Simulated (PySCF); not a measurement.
**Simulated absorption spectrum**

Species: C₄H₁₀GeO.
SMILES: `C=[CH][GeH2][O]CC`

Level of theory: TDDFT CAM-B3LYP/def2-SVPD, vertical, gas phase, core orbitals frozen in the response (PySCF 2.14.0, density-fitted response routines). Geometry: GFN2-xTB, one conformer, isolated molecule. The CAM-B3LYP/def2-SVPD calculation is non-relativistic and has no spin–orbit coupling, an omission that weighs most on germanium. Torsions of this conformer, `[CH2:1]=[CH:2][GeH2:3][O:4][CH2:5][CH3:6]`: C1–C2–Ge3–O4 -118°, C2–Ge3–O4–C5 54°, Ge3–O4–C5–C6 -164°.

Broadening: Gaussians 0.4 eV wide at half height, area fixed by f = 4.319×10⁻⁹ ∫ε dν̃. The width is an assumption, not a result. The curve ends short of the highest state used, and states not computed would add to its high-energy end.

E (eV), ε (L mol⁻¹ cm⁻¹) and a bar:
```
     5.54          0 
     5.57          0 
     5.61          0 
     5.64          1 
     5.67          1 
     5.70          2 
     5.74          4 
     5.77          5 
     5.80          8 
     5.83         11 
     5.87         16 
     5.90         21 
     5.93         27 
     5.96         33 
     6.00         41 
     6.03         46 
     6.06         51 
     6.09         55 
     6.13         57 
     6.16         57 
     6.19         55 
     6.22         52 
     6.26         46 
     6.29         41 
     6.32         37 
     6.36         34 
     6.39         35 
     6.42         39 
     6.45         50 
     6.49         75 
     6.52        104 
     6.55        145 
     6.58        200 
     6.62        297 
     6.65        390 
     6.68        504 #
     6.71        644 #
     6.75        885 #
     6.78       1126 #
     6.81       1444 ##
     6.84       1871 ##
     6.88       2685 ###
     6.91       3542 ####
     6.94       4666 ######
     6.97       6099 #######
     7.01       8522 ##########
     7.04      10706 #############
     7.07      13140 ################
     7.11      16585 ####################
     7.14      19125 #######################
     7.17      21431 #########################
     7.20      23325 ############################
     7.24      24944 ##############################
     7.27      25347 ##############################
     7.30      25019 ##############################
     7.33      24004 ############################
```

(1) Locate the maxima and give the states behind the curve.

(2) Coming from long wavelengths, where does ε first pass 100 L mol⁻¹ cm⁻¹?

(3) On this curve, what absorbance would a 10⁻⁵ mol/L sample give at 193 nm over a 1 cm path?

Answers

(1) 202 nm (6.14 eV), ε about 57, made up of S1 (100%); 171 nm (7.27 eV), ε about 25000, made up of S3 (97%) (ε in L mol⁻¹ cm⁻¹; maxima over ε = 5, shares over 10%). The states used: S1 6.14 eV (f 0.0008); S2 6.87 eV (f 0.012); S3 7.27 eV (f 0.366); S4 7.42 eV (f 0.0099); S5 7.62 eV (f 0.023); S6 7.83 eV (f 0.067); S7 7.86 eV (f 0.028); S8 7.93 eV (f 0.024).

(2) At about 190 nm (6.52 eV), 0.38 eV above S1.

(3) 193 nm is 6.424 eV, where ε is about 40 L mol⁻¹ cm⁻¹, so A = ε c l ≈ 0.0004 (Beer–Lambert, with the gas-phase spectrum and the assumed width).
